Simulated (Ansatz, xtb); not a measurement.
# Relative energy of two isomers of C3H9ClGe

Structure a is `C[C@@H](Cl)[CH2][GeH3]`, a singlet and structure b is `CC[C@@H](Cl)[GeH3]`, a singlet. Both are isolated molecules in the gas phase, relaxed with B3LYP-D3(BJ)/def2-SVP; each stands in its lowest conformer found.

Energies in hartree; the thermal terms are from GFN2-xTB frequencies at re-optimised GFN2-xTB minima (ideal gas, soft modes damped towards free rotors, one conformer each, 298.15 K, 1 atm) and include the zero-point energy:

```
                               a            b
E, CCSD(T)/def2-SVP  −2654.103531  −2654.097806
    E, MP2/def2-SVP  −2654.018840  −2654.012808
  E, MP2/def2-TZVPP  −2654.748300  −2654.742247
  zero-point energy      0.105367      0.105294
       H(298 K) − E      0.114074      0.114178
       G(298 K) − E      0.072601      0.072200
```

Question: Correct the CCSD(T) difference for the basis set by the MP2 change, then work out ΔE, ΔE₀, ΔH and ΔG for a → b in kcal/mol (1 Eh = 627.51 kcal/mol) and the equilibrium ratio [b]/[a].

Answer: 1. Differences b − a: CCSD(T) +0.005725, MP2 in the small set +0.006032, MP2 in the large set +0.006053 Eh.
2. ΔE = +0.005725 + (+0.006053 − (+0.006032)) = +0.005746 Eh = +3.61 kcal/mol.
3. ΔE₀ = ΔE + ΔZPE = +0.005746 + (−0.000073) Eh = +3.56 kcal/mol.
4. ΔH = ΔE + (+0.000104) Eh = +3.67 kcal/mol.
5. ΔG = ΔE + (−0.000401) Eh = +3.35 kcal/mol, so ΔS = (ΔH − ΔG)/T = +4.4 J/(mol K).
6. kT = 0.9442 mEh, so K = [b]/[a] = exp(−ΔG/kT) = exp(−5.66) ≈ 0.0035.

Structure a is favoured at this temperature. An error of 1 kcal/mol in ΔG would change K by a factor of 5.4. Mirror images and further conformers aren't counted.

As drawn, both hold the same kinds of bond in the same numbers.

Other levels gave ΔE = +3.6 (GFN2-xTB); +1.3 (HF/STO-3G, GFN2-xTB geometries); +2.1 (r2SCAN-D4/def2-SVP, GFN2-xTB geometries); +3.1 (B3LYP-D3(BJ)/def2-SVP); +4.1 (HF/def2-SVP); +3.8 (MP2/def2-SVP); +3.6 (CCSD(T)/def2-SVP) kcal/mol. The correlated steps freeze 17 core orbitals; the filled d shell of Ge is correlated, in a basis made for valence electrons. Programs: Ansatz 0.2.0, xtb 6.7.1.
